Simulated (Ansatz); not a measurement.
Consider the hydrogen abstraction from the Sn–H bond: `C=[CH][SnH3]` + H• → `C=[CH][SnH2]`• + H₂.

Calculated with Ansatz (gas phase, PBE0-D4/def2-TZVP geometries, no zero-point term in ΔE). CBS: MP2 limit from def2 TZ/QZ plus the TZ coupled-cluster correction, frozen cores. This one scheme is used for every species, atoms too. DFT in def2-TZVPP. HSE06 is defined as in plane-wave codes. Open shells (•) are unrestricted, without spin–orbit coupling. def2 core potentials past Kr. Bonds to Sn are less sure, by a few kJ/mol each and by 10 to 20 or more in all where they break to atoms, as the def2 sets lack core-valence functions.

`C=[CH][SnH3]`:

Z-matrix (Å, degrees):
```
Sn
C 1 2.124
H 1 1.708 2 110.6
H 1 1.708 2 107.5 3 -120.0
H 1 1.709 2 110.6 3 120.0
C 2 1.327 1 122.6 3 120.3
H 2 1.088 1 118.6 3 -59.7
H 6 1.088 2 121.9 1 180.0
H 6 1.087 2 122.3 1 -0.0
```

`C=[CH][SnH2]`•:

```xyz
8

C    -1.065    0.932    0.132
C    -0.620   -0.252   -0.280
Sn    1.220   -1.084    0.381
H    -0.499    1.560    0.814
H    -2.018    1.335   -0.203
H    -1.237   -0.844   -0.953
H     2.174    0.190    1.034
H     2.046   -1.838   -0.925
```

H₂:

Cartesian coordinates in Å:
```
H 0.235 -0.013 0.290
H -0.235 0.013 -0.290
```

```csv
level,ΔE (kJ/mol)
BLYP,-144.4
HSE06,-121.5
```

Problem. What does CCSD(T)/CBS give? (Estimate.)

Solution. The calculation gave: -121.1 kJ/mol. The listed levels differ from it by -23.3, -0.4 kJ/mol.

Largest T1 diagnostic among the species: 0.023.

From r2SCAN to r2SCAN0 (25 % exact exchange), in def2-TZVPP and without D4, ΔE moves by +3.3 kJ/mol. Leaving LDA and LC-ωPBE aside and taking each functional with its dispersion term where it has one, the values, not all of them listed here, spread over 29.9 kJ/mol, from BLYP-D4 to B97M-V. LDA lies +5.6 kJ/mol from PBE without D4.
